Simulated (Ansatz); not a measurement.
```yaml
crystal:
  periodic: [false, false, false]
  atoms:
    - {symbol: Si, position_ang: [-0.613624, 2.179796, 2.334707]}
    - {symbol: O, position_ang: [-0.158933, 1.216371, 1.292618]}
    - {symbol: Mg, position_ang: [-0.056642, -0.006432, -0.113860]}
    - {symbol: Xx, position_ang: [0.328703, -1.097029, -1.207179]}
    - {symbol: Si, position_ang: [0.628516, -2.302861, -2.458757]}
    - {symbol: H, position_ang: [0.040919, 1.809019, 4.012770]}
    - {symbol: H, position_ang: [-0.063449, 3.583275, 2.102115]}
    - {symbol: H, position_ang: [-2.148776, 2.325336, 2.778920]}
    - {symbol: H, position_ang: [1.395139, -3.241302, -2.088491]}
    - {symbol: H, position_ang: [-0.724790, -2.791696, -3.128933]}
    - {symbol: H, position_ang: [1.398045, -1.682740, -3.485768]}
basis:
  gaussian: {orbitals: cc-pVDZ}
hamiltonian: {xc: {name: BLYP}, dispersion: d4, pseudopotentials: {relativity: scalar}}
accuracy: high
```

```sh
$ ansatz run in.yaml --threads 4 --pin off --events-out ev --progress --plain --max-ram 10444MiB
```

Shortened log:

```
Error: YAML parse error: error: line 7 column 16: `Xx` is not an element symbol (H … Og, case-exact)
 --> <input>:7:16
5 |     - {symbol: O, position_ang: [-0.158933, 1.216371, 1.292618]}
6 |     - {symbol: Mg, position_ang: [-0.056642, -0.006432, -0.113860]}
7 |     - {symbol: Xx, position_ang: [0.328703, -1.097029, -1.207179]}
8 |     - {symbol: Si, position_ang: [0.628516, -2.302861, -2.458757]}
9 |     - {symbol: H, position_ang: [0.040919, 1.809019, 4.012770]}
```

Question: Something in this input is off. What?

Answer: An element symbol is wrong. The program refused the input.
